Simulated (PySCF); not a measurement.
Compound: BGeH9Si2.
SMILES with atom numbers: `[BH2:1][Si@H:2]([SiH3:3])[GeH3:4]` (hydrogens: H5, H6 on B1; H7 on Si2; H8, H9, H10 on Si3; H11, H12, H13 on Ge4)

Method: PBE0-D3(BJ)/def2-SVP geometry optimisation, gas phase in PySCF 2.14.0; density fitting, grid level 1; the optimiser is geomeTRIC in internal coordinates, started from a GFN2-xTB structure with every atom displaced at random (about 0.01 Å).

The end geometry, which sets the zero of energy:
```
atom  x, y, z in Å
B1      0.2507    2.0129    0.9054
Si2     0.3911    0.5710   -0.4651
Si3    -1.3612   -0.9624   -0.1347
Ge4     2.3798   -0.6924   -0.0422
H5      0.1606    3.1846    0.6276
H6      0.2567    1.6988    2.0733
H7      0.3940    1.0194   -1.8948
H8     -1.2478   -2.0890   -1.1118
H9     -2.6978   -0.3134   -0.3058
H10    -1.2688   -1.5126    1.2529
H11     2.3182   -1.2729    1.3836
H12     2.4851   -1.8554   -1.0475
H13     3.6445    0.1796   -0.1653
```

Question: These geometries come from the run, each turned onto the end geometry. Order them by energy, lowest first.
A.
```
atom  x, y, z in Å
B1      0.2562    2.0257    0.9018
Si2     0.3875    0.5656   -0.4495
Si3    -1.3703   -0.9661   -0.1267
Ge4     2.3709   -0.7044   -0.0325
H5      0.1483    3.1923    0.6061
H6      0.2819    1.7454    2.0783
H7      0.3935    1.0141   -1.8785
H8     -1.2270   -2.0672   -1.1296
H9     -2.7071   -0.3205   -0.3072
H10    -1.2948   -1.5441    1.2491
H11     2.3486   -1.3103    1.3812
H12     2.4881   -1.8513   -1.0563
H13     3.6294    0.1891   -0.1606
```
B.
```
atom  x, y, z in Å
B1      0.2774    2.0207    0.9238
Si2     0.3412    0.5826   -0.3523
Si3    -1.4137   -0.9683   -0.1642
Ge4     2.3788   -0.6486   -0.0524
H5      0.0990    3.1536    0.5857
H6      0.3434    1.8386    2.0655
H7      0.4159    0.9702   -1.7797
H8     -1.2728   -2.0650   -1.1179
H9     -2.7028   -0.3338   -0.3500
H10    -1.4327   -1.5709    1.1898
H11     2.5025   -1.3053    1.3075
H12     2.5486   -1.8107   -0.9784
H13     3.6204    0.1054   -0.2018
```
C.
```
atom  x, y, z in Å
B1      0.2519    2.0236    0.8995
Si2     0.3841    0.5643   -0.4490
Si3    -1.3697   -0.9693   -0.1180
Ge4     2.3559   -0.7092   -0.0233
H5      0.1579    3.1820    0.5854
H6      0.2932    1.7618    2.0829
H7      0.3906    1.0222   -1.8756
H8     -1.2031   -2.0523   -1.1392
H9     -2.7066   -0.3178   -0.3067
H10    -1.3066   -1.5621    1.2533
H11     2.3536   -1.3357    1.4022
H12     2.4741   -1.8629   -1.0729
H13     3.6300    0.2238   -0.1629
```

Answer: A (0.003 eV), C (0.034 eV), B (0.310 eV).

In the order of the answer:

| step | E above end (eV) | largest force (eV/Å) | rms force component (eV/Å) | rms distance from end (Å) | rms bond change (Å) | bond most changed (Å) |
| --- | --- | --- | --- | --- | --- | --- |
| 2 | 0.003 | 0.20 | 0.044 | 0.029 | 0.003 | Ge4–H13 +0.008 |
| 1 | 0.034 | 0.67 | 0.179 | 0.045 | 0.016 | Ge4–H13 +0.044 |
| 0 | 0.310 | 1.72 | 0.580 | 0.114 | 0.042 | Ge4–H13 -0.081 |

The cost below is that of the whole optimisation. The run took 51 s on Arm Neoverse V1, one thread, shared host with 32 logical CPUs at a one-minute load of 40, and the process peaked at 0.54 GiB of memory.
